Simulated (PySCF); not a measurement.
Isomers of C2H6Si. All species are isolated molecules in the gas phase. Strings in code marks are SMILES.

The HOMO–LUMO gap from two functionals at the same geometries (PBE0-D3(BJ)/def2-TZVP), both in PySCF: PBE-D3(BJ)/def2-TZVP and PBE0-D3(BJ)/def2-TZVP. 

```json
[
 {"species": "`CC=[SiH2]`", "PBE0-D3(BJ)/def2-TZVP (eV)": "5.13"},
 {"species": "`C=[SiH]C`", "PBE0-D3(BJ)/def2-TZVP (eV)": "5.58"},
 {"species": "`C=C[SiH3]`", "PBE0-D3(BJ)/def2-TZVP (eV)": "7.54"},
 {"species": "`[SiH2]1CC1`", "PBE0-D3(BJ)/def2-TZVP (eV)": "7.23"}
]
```

**Question.** What does PBE-D3(BJ)/def2-TZVP give for each?

**Answer.** 
- `CC=[SiH2]`: 3.39
- `C=[SiH]C`: 3.77
- `C=C[SiH3]`: 5.40
- `[SiH2]1CC1`: 5.31
Over these rows, drawn at random from the members with no instability flagged (it was tested for open shells, ions and some series alone), PBE minus PBE0-D3(BJ): mean -1.90 eV, from -2.14 eV to -1.75 eV.
